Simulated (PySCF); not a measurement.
Cl$_{3}$Sc, charge +1, sextet, at a GFN2-xTB geometry of the parent state (such geometries of metal compounds can be far from the true shape) (the multiplicity is a formal guess); PBE0/6-31G in PySCF.

Input for PySCF:
```python
from pyscf import gto, scf, dft

mol = gto.M(
    atom='''
Sc    0.18303040    0.53236752    0.34066617
Cl    1.92153219   -0.53895126   -0.71348415
Cl   -0.81554359   -1.09276061    1.62252178
Cl   -1.33208497    0.97408141   -1.32986055
''',
    basis='6-31g',
    charge=1,
    spin=5,
    verbose=4,
)

mf = dft.ROKS(mol)
mf.xc = 'pbe0'
mf.kernel()
```

The log (banner, timings and long lists left out):

```
PySCF version 2.14.0

[INPUT] verbose = 4
[INPUT] num. atoms = 4
[INPUT] num. electrons = 71
[INPUT] charge = 1
[INPUT] spin (= nelec alpha-beta = 2S) = 5
[INPUT] symmetry False subgroup None
[INPUT] Mole.unit = angstrom
[INPUT] Symbol           X                Y                Z      unit          X                Y                Z       unit  Magmom
[INPUT]  1 Sc     0.183030400000   0.532367520000   0.340666170000 AA    0.345877328470   1.006028810414   0.643765761205 Bohr   0.0
[INPUT]  2 Cl     1.921532190000  -0.538951260000  -0.713484150000 AA    3.631169578636  -1.018470275889  -1.348289637718 Bohr   0.0
[INPUT]  3 Cl    -0.815543590000  -1.092760610000   1.622521780000 AA   -1.541154027745  -2.065018272613   3.066121795342 Bohr   0.0
[INPUT]  4 Cl    -1.332084970000   0.974081410000  -1.329860550000 AA   -2.517275767949   1.840747087930  -2.513072223363 Bohr   0.0

nuclear repulsion = 372.630685340631
number of shells = 32
number of NR pGTOs = 228
number of NR cGTOs = 66
basis = 6-31g
ecp = {}

******** <class 'pyscf.dft.roks.ROKS'> ********
method = ROKS
initial guess = minao
damping factor = 0
level_shift factor = 0
DIIS = <class 'pyscf.scf.diis.CDIIS'>
diis_start_cycle = 1
diis_space = 8
diis_damp = 0
SCF conv_tol = 1e-09
SCF conv_tol_grad = None
SCF max_cycles = 50
direct_scf = True
direct_scf_tol = 1e-13
num. doubly occ = 33  num. singly occ = 5
XC library pyscf.dft.libxc version 7.1.2
    S. Lehtola, C. Steigemann, M. J. T. Oliveira, and M. A. L. Marques,  SoftwareX 7, 1–5 (2018)
XC functionals = pbe0
    C. Adamo and V. Barone,  J. Chem. Phys. 110, 6158 (1999)
    M. Ernzerhof and G. E. Scuseria,  J. Chem. Phys. 110, 5029 (1999)
radial grids:
    Treutler-Ahlrichs [JCP 102, 346 (1995); DOI:10.1063/1.469408] (M4) radial grids

becke partition: Becke, JCP 88, 2547 (1988); DOI:10.1063/1.454033
pruning grids: <function nwchem_prune>
grids dens level: 3
symmetrized grids: False
atomic radii adjust function: <function treutler_atomic_radii_adjust>
small_rho_cutoff = 0
Set gradient conv threshold to 3.16228e-05
tot grids = 77280
init E= -2140.84956314542

WARN: HOMO -0.302938271018007 >= LUMO -0.302938164160836

cycle= 1 E= -2138.80272145136  delta_E= 2.05  |g|= 1.89  |ddm|= 2.47
  HOMO = -0.0922888326923325  LUMO = -0.0909826477747652  gap/eV = 0.03554
cycle= 2 E= -2133.78900687602  delta_E= 5.01  |g|= 3.13  |ddm|= 5.89

WARN: HOMO -0.231827536156024 >= LUMO -0.594811814119745

cycle= 3 E= -2137.24807477899  delta_E= -3.46  |g|= 1.56  |ddm|= 5.99

WARN: HOMO -0.120956610365627 >= LUMO -0.124322966642469

cycle= 4 E= -2139.13139540284  delta_E= -1.88  |g|= 0.959  |ddm|=    4

WARN: HOMO -0.206036223161963 >= LUMO -0.516323487287182

cycle= 5 E= -2133.82136483525  delta_E= 5.31  |g|= 1.94  |ddm|= 4.15

WARN: HOMO 0.226287103425905 >= LUMO -0.239143387329329

cycle= 6 E= -2138.86547418995  delta_E= -5.04  |g|= 0.806  |ddm|=  5.9

WARN: HOMO -0.27128954624058 >= LUMO -0.587706567355861

cycle= 7 E= -2137.15132728165  delta_E= 1.71  |g|= 1.53  |ddm|= 5.88

WARN: HOMO 0.232120477433268 >= LUMO -0.294334981524391

cycle= 8 E= -2139.01631479352  delta_E= -1.86  |g|= 0.578  |ddm|= 5.94

WARN: HOMO -0.315357015055598 >= LUMO -0.596899933924247

cycle= 9 E= -2138.86209920302  delta_E= 0.154  |g|= 1.11  |ddm|= 5.74

WARN: HOMO -0.14230925680127 >= LUMO -0.311863502763692

cycle= 10 E= -2139.41242773213  delta_E= -0.55  |g|= 0.527  |ddm|= 3.22

WARN: HOMO -0.363038732167709 >= LUMO -0.363562983194785

cycle= 11 E= -2139.7383029375  delta_E= -0.326  |g|= 0.639  |ddm|=    3

WARN: HOMO -0.165528195060057 >= LUMO -0.341905403992444

cycle= 12 E= -2139.67575364248  delta_E= 0.0625  |g|= 0.293  |ddm|= 2.87
  HOMO = -0.336947053007206  LUMO = -0.325115604379118  gap/eV = 0.32195
cycle= 13 E= -2139.74647382613  delta_E= -0.0707  |g|= 0.616  |ddm|= 2.88

WARN: HOMO -0.166955529158572 >= LUMO -0.334547303244065

cycle= 14 E= -2139.69209396394  delta_E= 0.0544  |g|= 0.255  |ddm|= 2.83
  HOMO = -0.334742592607663  LUMO = -0.324755218172138  gap/eV = 0.27177
cycle= 15 E= -2139.76898245663  delta_E= -0.0769  |g|= 0.586  |ddm|= 2.84

WARN: HOMO -0.171688925947469 >= LUMO -0.335064399086572

cycle= 16 E= -2139.73139934844  delta_E= 0.0376  |g|= 0.0926  |ddm|= 2.83
  HOMO = -0.344200157512902  LUMO = -0.337571969980325  gap/eV = 0.18036
cycle= 17 E= -2139.78938337958  delta_E= -0.058  |g|= 0.594  |ddm|= 2.86

WARN: HOMO -0.181645088729203 >= LUMO -0.343742923318161

cycle= 18 E= -2139.74519420122  delta_E= 0.0442  |g|= 0.0798  |ddm|= 2.82
  HOMO = -0.344315053295797  LUMO = -0.339296599392485  gap/eV = 0.13656
cycle= 19 E= -2139.79184284202  delta_E= -0.0466  |g|= 0.603  |ddm|= 2.83

WARN: HOMO -0.181517051698439 >= LUMO -0.347173556199571

cycle= 20 E= -2139.75043398047  delta_E= 0.0414  |g|= 0.0538  |ddm|= 2.83
  HOMO = -0.354812752662385  LUMO = -0.352308405379452  gap/eV = 0.06815
cycle= 21 E= -2139.76689815499  delta_E= -0.0165  |g|= 0.655  |ddm|= 2.84

WARN: HOMO -0.184935643826942 >= LUMO -0.35795292909211

cycle= 22 E= -2139.75191875892  delta_E= 0.015  |g|= 0.0182  |ddm|= 2.83

WARN: HOMO -0.356443035515101 >= LUMO -0.355782414926091

cycle= 23 E= -2139.75549711865  delta_E= -0.00358  |g|= 0.675  |ddm|= 2.83

WARN: HOMO -0.185958026053055 >= LUMO -0.359013181209833

cycle= 24 E= -2139.75263131176  delta_E= 0.00287  |g|= 0.00867  |ddm|= 2.82

WARN: HOMO -0.356661457700702 >= LUMO -0.357008468431941

cycle= 25 E= -2139.7529774018  delta_E= -0.000346  |g|= 0.678  |ddm|= 2.83

WARN: HOMO -0.185666343770034 >= LUMO -0.357180257825573

cycle= 26 E= -2139.75263477905  delta_E= 0.000343  |g|= 0.0108  |ddm|= 2.82

WARN: HOMO -0.356242093550229 >= LUMO -0.35642447223434

cycle= 27 E= -2139.75601469863  delta_E= -0.00338  |g|= 0.675  |ddm|= 2.82

WARN: HOMO -0.18597812394486 >= LUMO -0.358043577007901

cycle= 28 E= -2139.75276005567  delta_E= 0.00325  |g|= 0.00571  |ddm|= 2.82

WARN: HOMO -0.35722089882382 >= LUMO -0.357578866741558

cycle= 29 E= -2139.75393897772  delta_E= -0.00118  |g|= 0.679  |ddm|= 2.82

WARN: HOMO -0.186073317484735 >= LUMO -0.358206153455009

cycle= 30 E= -2139.75282808545  delta_E= 0.00111  |g|= 0.00336  |ddm|= 2.82

WARN: HOMO -0.357497506108267 >= LUMO -0.357814916835957

cycle= 31 E= -2139.75291434501  delta_E= -8.63e-05  |g|= 0.681  |ddm|= 2.82

WARN: HOMO -0.186171651992253 >= LUMO -0.358342814477502

cycle= 32 E= -2139.75287454071  delta_E= 3.98e-05  |g|= 0.00262  |ddm|= 2.82

WARN: HOMO -0.357662703754442 >= LUMO -0.358008421700723

cycle= 33 E= -2139.75260325847  delta_E= 0.000271  |g|= 0.681  |ddm|= 2.82

WARN: HOMO -0.186299985550777 >= LUMO -0.358533210897622

cycle= 34 E= -2139.75295564225  delta_E= -0.000352  |g|= 0.00176  |ddm|= 2.82

WARN: HOMO -0.357869178833192 >= LUMO -0.358220398596759

cycle= 35 E= -2139.75199593412  delta_E= 0.00096  |g|= 0.682  |ddm|= 2.82

WARN: HOMO -0.186334499107428 >= LUMO -0.358484559566967

cycle= 36 E= -2139.75302824126  delta_E= -0.00103  |g|= 0.00177  |ddm|= 2.82

WARN: HOMO -0.357823484799728 >= LUMO -0.358223765213145

cycle= 37 E= -2139.75201299208  delta_E= 0.00102  |g|= 0.682  |ddm|= 2.82

WARN: HOMO -0.186366234155905 >= LUMO -0.358497388428775

cycle= 38 E= -2139.75305762117  delta_E= -0.00104  |g|= 0.00178  |ddm|= 2.82

WARN: HOMO -0.357878658163539 >= LUMO -0.358285170668763

cycle= 39 E= -2139.75186443348  delta_E= 0.00119  |g|= 0.682  |ddm|= 2.82

WARN: HOMO -0.186383243640509 >= LUMO -0.358337987202252

cycle= 40 E= -2139.75311184557  delta_E= -0.00125  |g|= 0.00144  |ddm|= 2.82

WARN: HOMO -0.357827205469612 >= LUMO -0.358265104972373

cycle= 41 E= -2139.7520764498  delta_E= 0.00104  |g|= 0.68  |ddm|= 2.82

WARN: HOMO -0.186432225135378 >= LUMO -0.358318735102304

cycle= 42 E= -2139.75317223582  delta_E= -0.0011  |g|= 0.00131  |ddm|= 2.82

WARN: HOMO -0.357805871990373 >= LUMO -0.358210192056876

cycle= 43 E= -2139.75218986307  delta_E= 0.000982  |g|= 0.68  |ddm|= 2.82

WARN: HOMO -0.186402585627551 >= LUMO -0.358256232747084

cycle= 44 E= -2139.75318576905  delta_E= -0.000996  |g|= 0.00078  |ddm|= 2.82

WARN: HOMO -0.357783145022277 >= LUMO -0.358198426330287

cycle= 45 E= -2139.75248341492  delta_E= 0.000702  |g|= 0.68  |ddm|= 2.82

WARN: HOMO -0.18640259747993 >= LUMO -0.358209642296361

cycle= 46 E= -2139.75318977775  delta_E= -0.000706  |g|= 0.000644  |ddm|= 2.82

WARN: HOMO -0.357771130771103 >= LUMO -0.358181788577883

cycle= 47 E= -2139.7524677358  delta_E= 0.000722  |g|= 0.68  |ddm|= 2.82

WARN: HOMO -0.186399070466762 >= LUMO -0.358203135351502

cycle= 48 E= -2139.75319478602  delta_E= -0.000727  |g|= 0.000745  |ddm|= 2.82

WARN: HOMO -0.357759960076832 >= LUMO -0.358165534585602

cycle= 49 E= -2139.75248406274  delta_E= 0.000711  |g|= 0.68  |ddm|= 2.82

WARN: HOMO -0.186387729764026 >= LUMO -0.358203014353005

cycle= 50 E= -2139.75319400441  delta_E= -0.00071  |g|= 0.000558  |ddm|= 2.82
SCF not converged.
SCF energy = -2139.75319400441
```

Convergence was not reached.
